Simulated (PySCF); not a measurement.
C3H3, SMILES C#C[CH2], multiplicity 2.

Geometry optimised at r2SCAN-D4/def2-TZVP. The isomer is the one that the SMILES or the coordinates give; other isomers of the formula were not compared.

Computed with TDA-PBE/def2-SVPD (PySCF).

Vertical excitations. 

| state | energy (eV) | λ (nm) | f | main pairs |
|---|---|---|---|---|
| root 1 | 3.05 | 406 | 0.000 | β HOMO→LUMO 99 % |
| root 2 | 4.30 | 288 | 0.025 | α HOMO→LUMO+2 15 %, β HOMO−1→LUMO 81 % |
| root 3 | 4.74 | 262 | 0.000 | α HOMO→LUMO 99 % |
| root 4 | 5.39 | 230 | 0.001 | α HOMO→LUMO+1 100 % |
| root 5 | 5.48 | 226 | 0.000 | α HOMO−1→LUMO 44 %, β HOMO→LUMO+1 53 % |
| root 6 | 6.13 | 202 | 0.013 | α HOMO→LUMO+3 100 % |
| root 7 | 6.44 | 193 | 0.068 | α HOMO→LUMO+2 64 %, α HOMO−1→LUMO 17 %, β HOMO→LUMO+1 10 %, β HOMO−1→LUMO 6 % |
| root 8 | 6.80 | 182 | 0.006 | α HOMO→LUMO+4 99 % |
| root 9 | 7.08 | 175 | 0.000 | α HOMO−1→LUMO+2 18 %, α HOMO−2→LUMO 9 %, β HOMO−1→LUMO+1 42 %, β HOMO−2→LUMO 23 % |
| root 10 | 7.08 | 175 | 0.000 | α HOMO−1→LUMO+1 54 %, β HOMO→LUMO+2 45 % |
Unrestricted roots are not spin-pure.
